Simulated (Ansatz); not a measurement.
Results of the Gaussian-basis code of Ansatz.

Basis-set series for `CC(C)[CH2][Sn]([Cl])([Cl])[Cl]`. Charge 0, multiplicity 1. Sn takes the def2 core potential. All single points use the PBE0-D4/def2-TZVP geometry. It is one conformer, not always the lowest.

| functional | basis | functions | energy (Eh) | HOMO (eV) | LUMO (eV) |
| --- | --- | --- | --- | --- | --- |
| PBE0-D4 | def2-SVP | 181 | -1751.72053 | -8.56 | -1.72 |
| PBE0-D4 | def2-TZVPP | 426 | -1752.37864 | -8.62 | -1.88 |
| ωB97M-V | def2-SVP | 181 | -1752.13812 | -10.63 | 0.39 |
| ωB97M-V | def2-TZVPP | 426 | -1752.80223 | -10.72 | 0.13 |

Give the rows for def2-QZVPP. (Estimate.)

The calculation gave: 
| functional | basis | functions | energy (Eh) | HOMO (eV) | LUMO (eV) |
| --- | --- | --- | --- | --- | --- |
| PBE0-D4 | def2-QZVPP | 790 | -1752.43033 | -8.63 | -1.93 |
| ωB97M-V | def2-QZVPP | 790 | -1752.85190 | -10.74 | 0.01 |

Positive LUMOs are unbound and depend on the basis.
